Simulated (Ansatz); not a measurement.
Input file for Ansatz (a first-principles code): R-PBE/def2-TZVPPD on H8SSi2 (a complex), monomers drawn apart or pushed together. Files ending in .json are basis or fitting sets from the Basis Set Exchange.

Ansatz 0.2 input:
```yaml
crystal:
  periodic: [false, false, false]
  atoms:
    - {symbol: S, position_ang: [0.11707214, -0.62044738, 0.19740103]}
    - {symbol: H, position_ang: [0.56597115, 0.62354368, -0.03293470]}
    - {symbol: H, position_ang: [-1.16582462, -0.24740611, 0.06577021]}
    - {symbol: Si, position_ang: [1.25693152, -0.00597473, 4.22570920]}
    - {symbol: Si, position_ang: [-0.98266997, 0.69334656, 4.06923739]}
    - {symbol: H, position_ang: [2.10421844, 0.71229372, 3.24397632]}
    - {symbol: H, position_ang: [1.37451499, -1.46284839, 3.98542334]}
    - {symbol: H, position_ang: [1.78617054, 0.28535283, 5.58285224]}
    - {symbol: H, position_ang: [-1.47092528, 1.16167277, 5.39168433]}
    - {symbol: H, position_ang: [-1.86153538, -0.41350461, 3.62293059]}
    - {symbol: H, position_ang: [-1.11901306, 1.81756006, 3.11098425]}
basis:
  gaussian:
    orbitals: def2-TZVPPD.json
hamiltonian:
  xc: {name: PBE}
scf: {lower_state_search: off}
```

It printed:

```
WARN ansatz: RAYON_NUM_THREADS=1 ignored (pool sized by the plan → 1); use --threads N
Functional definition: PBE
these checks for a lower state are left out or cut short: stability, starts, cluster_reference, orbital_swaps, neighbouring_geometries, increment
integrals: 0.27 GiB planned
1400 factors; their error is unknown
mean field: 1.55 GiB planned
mean field evaluation 1: about -26706.0177 eV, gradient 2.4e1 eV
mean field evaluation 2: about -26706.9843 eV, gradient 2.1e1 eV
mean field evaluation 4: about -26708.1042 eV, gradient 1.2e0 eV
mean field evaluation 8: about -26708.0655 eV, gradient 3.9e-1 eV
mean field evaluation 16: about -26708.0657 eV, gradient 2.7e-5 eV
mean field -26708.06569253 eV, -981.5033108234 hartree, gradient 2.8e-6 eV, S^2 0.000000; 0 other end points of the search recorded, 0 dependent functions left out
reference -26708.06576189 eV, -981.5033133723 hartree; 26, 26 occupied and 257, 257 virtual orbitals, 1400 factors
Total energy: -26708.06576189 eV, -981.5033133723 hartree
Checks for a lower state left out: stability, starts, cluster_reference, orbital_swaps, neighbouring_geometries, increment
```

The run converged.

Cost: roughly 2.6 core-seconds.
